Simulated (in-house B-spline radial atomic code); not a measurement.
Configurations of Sr4+, with energies counted from [Ar] 3d10 4s2 (4p1/2)2 (4p3/2)2. Computed with a radial B-spline atomic code at the basis-set limit: Dirac-Hartree-Fock, average of each configuration as written, Fermi nucleus of rms radius 4.224 fm. Energies include first-order Breit, QED and recoil terms.

Occupations are held fixed; configurations that lie above the ionisation limit could autoionise.

```
                                                 configuration  E - E(ref) (eV)  highest orbital  its <r> (bohr)
                               [Ar] 3d10 4s2 (4p1/2)1 (4p3/2)3           1.0135            4p3/2            1.46
                                    [Ar] 3d10 4s2 (4p3/2)3 6s1           53.139            6s1/2            5.06
                           [Ar] 3d10 4s2 (4p1/2)1 (4p3/2)2 8s1           62.374            8s1/2            11.2
                               [Ar] 3d10 4s2 (4p3/2)3 (7f5/2)1           66.304            7f5/2           12.78
                               [Ar] 3d10 4s1 (4p3/2)4 (5g7/2)1           82.726            5g7/2            5.47
                      [Ar] 3d10 4s1 (4p1/2)1 (4p3/2)3 (8g7/2)1           88.679            8g7/2           17.12
         [Ne] 3s2 (3p1/2)2 (3p3/2)3 3d10 4s2 (4p3/2)4 (5g7/2)1           321.01            5g7/2           5.471
[Ne] 3s2 (3p1/2)1 (3p3/2)4 3d10 4s2 (4p1/2)2 (4p3/2)2 (8g7/2)1           336.22            8g7/2           17.12
```

**Question.** Order these further configurations by energy, lowest first.
A. [Ar] (3d3/2)4 (3d5/2)5 4s2 (4p3/2)4 (6d3/2)1
B. [Ar] 3d10 4s1 (4p3/2)4 (6f5/2)1
C. [Ar] 3d10 4s1 (4p3/2)4 (5d3/2)1
D. [Ar] (3d3/2)4 (3d5/2)5 4s2 (4p1/2)2 (4p3/2)2 (6f7/2)1
E. [Ar] 3d10 4s2 (4p3/2)4

**Answer.** E (3.2333 eV), C (74.303 eV), B (86.404 eV), A (181.04 eV), D (181.19 eV).

**Question.** How far above the reference does [Ar] (3d3/2)4 (3d5/2)5 4s2 (4p1/2)2 (4p3/2)2 (5d3/2)1 lie?

**Answer.** 168.5 eV; its least bound orbital is 5d3/2 with <r> = 4.007 bohr.

**Question.** How far above the reference does [Ne] 3s2 (3p1/2)2 (3p3/2)3 3d10 4s2 (4p3/2)4 (6g9/2)1 lie?

**Answer.** 325.16 eV; its least bound orbital is 6g9/2 with <r> = 8.744 bohr.

**Question.** How far above the reference does [Ar] (3d3/2)3 (3d5/2)6 4s2 (4p3/2)4 (5f5/2)1 lie?

**Answer.** 182.08 eV; its least bound orbital is 5f5/2 with <r> = 5.718 bohr.
